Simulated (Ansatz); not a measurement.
Two isomers of CH8ClNSi2: A = `CN[SiH]([SiH3])Cl`, B = `CN([SiH3])[SiH2]Cl`.

Computed with Ansatz on PBE0-D4/def2-TZVP structures; ΔE is electronic, products minus reactants. CCSD(T)/CBS is the MP2 limit (def2-TZVPP, def2-QZVPP) plus CCSD(T) − MP2 in def2-TZVPP, frozen cores. Functionals use def2-TZVPP. B3LYP here is the variant with VWN-RPA as its local correlation; programs differ in this. One conformer a species, not always the lowest.

Question: Which is lower in electronic energy at CCSD(T)/CBS, and by how much? (Best estimate.)

Answer: The calculation gave: B, by 13.1 kcal/mol.

Question: Give E(B) − E(A) in kcal/mol with BLYP-D4, MP2/def2-TZVPP, CCSD(T)/def2-SVP, B3LYP-D4, PBE-D4, ωB97M-V, PBE0-D4. (Best estimate.)

Answer: The calculation gave: BLYP-D4 -11.1, MP2/def2-TZVPP -15.5, CCSD(T)/def2-SVP -12.9, B3LYP-D4 -12.0, PBE-D4 -7.7, ωB97M-V -13.5, PBE0-D4 -9.3. None reverses the order clearly.

Question: Does the order hold for the free energy at 298.15 K (harmonic terms from PBE0-D4)? (An estimate is asked.)

Answer: Ansatz gave: Yes: G(B) − G(A) = -13.7 kcal/mol, for one conformer each. Modes under 60 cm⁻¹, often nearly free rotors, make the harmonic entropy too high.

Largest T1 diagnostic: 0.011.

From BLYP to BHLYP (50 % exact exchange), in def2-TZVPP and without D4, E(B) − E(A) moves by −3.3 kcal/mol. Leaving LDA and LC-ωPBE aside and taking each functional with its dispersion term where it has one, the values, not all of them listed here, spread over 6.0 kcal/mol, from BHLYP-D4 to PBE-D4. LDA lies −1.2 kcal/mol from PBE without D4.
